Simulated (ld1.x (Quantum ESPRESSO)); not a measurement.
Co: one change to a PAW potential, before and after

```
Element                 : Co
Generator               : ld1.x (Quantum ESPRESSO) 7.5
Type                    : PAW
Functional              : LDA (PZ)
Relativity              : scalar-relativistic
Frozen core             : [Ne]
Valence charge          : 17
Reference configuration : 3s2 3p6 3d7 4s2 4p0
Partial waves           : 3s (bound): rcut 1.05, rcutus 1.20 bohr; 4s (bound): rcut 1.05, rcutus 1.20 bohr; 3p (bound): rcut 1.25, rcutus 1.75 bohr; 4p (bound, empty): rcut 1.25, rcutus 1.75 bohr; 3d (bound): rcut 0.75, rcutus 0.90 bohr; 3d channel at -0.1 Ry: rcut 0.75, rcutus 0.90 bohr
Local potential         : all-electron potential smoothed inside 0.80 bohr (lloc = -1)
Core correction         : a·sin(br)/r model core, default radius (ld1.x builds one for every PAW set, though the input has nlcc=.false.)
Augmentation charge     : PSQ, radius 0.85 bohr
```

All-electron outer shells of the reference configuration (LDA (PZ), scalar-relativistic, ld1.x):

```json
{"shell": "2s", "level (eV)": "-897.10", "outermost node (bohr)": "0.08", "outermost maximum (bohr)": "0.21"}
{"shell": "2p", "level (eV)": "-769.46", "outermost node (bohr)": "–", "outermost maximum (bohr)": "0.17"}
{"shell": "3s", "level (eV)": "-101.87", "outermost node (bohr)": "0.31", "outermost maximum (bohr)": "0.67"}
{"shell": "3p", "level (eV)": "-65.51", "outermost node (bohr)": "0.28", "outermost maximum (bohr)": "0.68"}
{"shell": "3d", "level (eV)": "-8.46", "outermost node (bohr)": "–", "outermost maximum (bohr)": "0.66"}
{"shell": "4s", "level (eV)": "-5.68", "outermost node (bohr)": "0.96", "outermost maximum (bohr)": "2.29"}
{"shell": "4p", "level (eV)": "-1.39", "outermost node (bohr)": "1.05", "outermost maximum (bohr)": "3.21"}
```

Change: local potential all-electron potential smoothed inside 1.40 bohr (lloc = -2).

Cutoffs: the cutoffs (Ry, on a coarse ladder) from which the occupation-weighted sum of valence levels, in a spherical-Bessel basis at the reference potential, stays within 10 and 1 mRy of its value at 400 Ry; they do not see the model core or the augmentation charge, which bear on the density cutoff. Errors are all-electron minus pseudo energies relative to the spin-unpolarised reference configuration.

How do hardness, ghosts and transferability respond?

The potential gets neither clearly harder nor softer (140 Ry and 230 Ry → 140 Ry and 230 Ry); of the 9 tests that both files solve, the error grows in 3 and shrinks in 1 by more than 15 % and 0.3 meV (median size 2.0 → 2.1 meV); neither file shows a bound ghost.

| quantity | base | changed |
| --- | --- | --- |
| cutoff, loose | 140 Ry | 140 Ry |
| cutoff, tight | 230 Ry | 230 Ry |
| loose cutoff by channel (10 mRy a level) | s 35 Ry, p 25 Ry, d 110 Ry | s 40 Ry, p 25 Ry, d 110 Ry |
| bound ghosts | none | none |
| error for 3s2 3p6 3d7 4s1 4p0, meV [ΔE 9.30 eV] | -0.9 | -0.9 |
| error for 3s2 3p6 3d7 4s0 4p0, meV [ΔE 26.38 eV] | -2.7 | -3.1 |
| error for 3s2 3p6 3d6 4s0 4p0, meV [ΔE 62.57 eV] | -4.3 | -4.4 |
| error for 3s2 3p6 3d6 4s2 4p0, meV [ΔE 15.46 eV] | -1.9 | -2.1 |
| error for 3s2 3p6 3d7 4s0 4p1, meV [ΔE 14.75 eV] | -0.8 | -2.0 |
| error for 3s2 3p6 3d5 4s0 4p0, meV [ΔE 118.22 eV] | -23 | -29 |
| error for 3s2 3p6 3d8 4s0 4p0, meV [ΔE 6.71 eV] | -3.2 | -3.3 |
| error for 3s2 3p6 3d7 4s2 4p0 (spin-polarised), meV [ΔE -1.98 eV] | +2.0 | -0.4 |
| error for 3s2 3p6 3d7 4s1 4p0 (spin-polarised), meV [ΔE 6.72 eV] | +0.5 | -1.6 |
| s: phases at 1.91 bohr within 0.05 rad from the reference energy up to (Ry; the scan ends near 5) | to the end of the scan | to the end of the scan |
| p: phases at 1.91 bohr within 0.05 rad from the reference energy up to (Ry; the scan ends near 5) | to the end of the scan | to the end of the scan |
| d: phases at 1.91 bohr within 0.05 rad from the reference energy up to (Ry; the scan ends near 5) | to the end of the scan | to the end of the scan |
| lowest overlap eigenvalue by channel | s 0.08, p 0.74, d 0.95 | s 0.14, p 0.81, d 0.99 |
